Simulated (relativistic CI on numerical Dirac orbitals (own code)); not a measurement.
**Exchange splitting of the 4s photoelectron line of La+**

Problem. La+ ([Xe] 4f2) has the spin S = 1. The exchange integral with a hole in 4s, calculated from Dirac-KLI orbitals and scaled by 0.8, is G^3(4s,4f) = 6.342 eV, with l = 3 the orbital momentum of the open shell. Find the splitting and the intensity ratio of the 4s line.

Working.
1. The electron left in 4s couples its spin to S, giving S + ½ = 3/2 and S − ½ = 1/2.
2. Van Vleck's theorem gives ΔE = (2S + 1) G^l/(2l + 1) = 3 × 6.342/7 = 2.72 eV, with the high-spin state at lower binding energy.
3. The intensities follow the multiplicities, (2S + 2) : 2S = (S + 1) : S = 2.00.

Check. The full multiplet calculation with spin-orbit coupling puts the centres of the two groups of its strongest lines 2.69 eV apart. Measured splittings are much smaller, often about half, when hole and open shell share n, because correlation inside the n = 4 shell lowers the low-spin state; the low-spin line also loses weight to satellites, so measured ratios exceed (S + 1)/S. The splitting still grows with S and serves to read the spin state.
